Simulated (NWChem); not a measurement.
System: InF, singlet; SMILES [In][F]

The following NWChem deck was run.

```
start job
memory heap 200 mb stack 900 mb global 1100 mb
geometry units angstroms
  In     0.000000     0.000000    -0.299955
  F      0.000000     0.000000     1.696464
end
basis spherical
  * library def2-tzvp
end
ecp
  In library def2-ecp
end
dft
  xc becke88 perdew86
  iterations 150
end
driver
  maxiter 120
end
task dft optimize
dft
  grid fine
  convergence energy 1d-8 density 1d-7
end
task dft freq numerical
```

Low-valent species are run as closed-shell singlets; no triplet was tried in these runs. def2 effective core potentials on In; no spin-orbit coupling.

The level has its own optimisation; frequencies are unscaled.

Give the results of this calculation. (BP86/def2-TZVP with def2 effective core potentials on In.) Quantities: r F–In (Å); highest harmonic frequency (cm⁻¹); zero-point energy (kcal/mol).


```yaml
r F–In (Å): 2.020
highest harmonic frequency (cm⁻¹): 504
zero-point energy (kcal/mol): 0.7
```
